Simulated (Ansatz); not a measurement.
Ge₂H₁₂Si₄, SMILES `[SiH2]1[SiH2][GeH2][SiH2][GeH2][SiH2]1` from Hartree–Fock to CCSD(T)

Cartesian coordinates in Å:
```
Si 1.820 0.506 1.046
Si 1.071 1.976 -0.617
Ge -1.005 1.214 -1.520
Si -2.185 0.021 0.167
Ge -1.016 -2.017 0.584
Si 1.338 -1.677 0.365
H 1.068 0.781 2.304
H 3.271 0.710 1.316
H 2.088 2.051 -1.703
H 0.890 3.342 -0.051
H -1.821 2.396 -2.076
H -0.717 0.249 -2.687
H -2.190 0.838 1.413
H -3.596 -0.249 -0.221
H -1.332 -2.522 2.005
H -1.483 -3.094 -0.414
H 1.715 -1.830 -1.068
H 2.086 -2.695 1.155
```

The species carries charge 0 and has multiplicity 1. Correlated methods include outer-core shells of Ge, which these sets cover unevenly. Scalar relativity is left out up to krypton. Geometry: relaxed with PBE0-D4/def2-TZVP. Frozen core, restricted reference, the Gaussian-basis code of Ansatz.

```csv
basis,HF (Eh),MP2 corr.,CCSD corr.,(T),CCSD(T) total
def2-SVP,-5312.57465,-0.86542,-0.95266,-0.03107,-5313.55838
def2-TZVPP,-5313.51034,-1.02005,-1.11184,-0.04504,-5314.66722
def2-QZVPP,-5313.62841,-1.58481,–,–,–
```
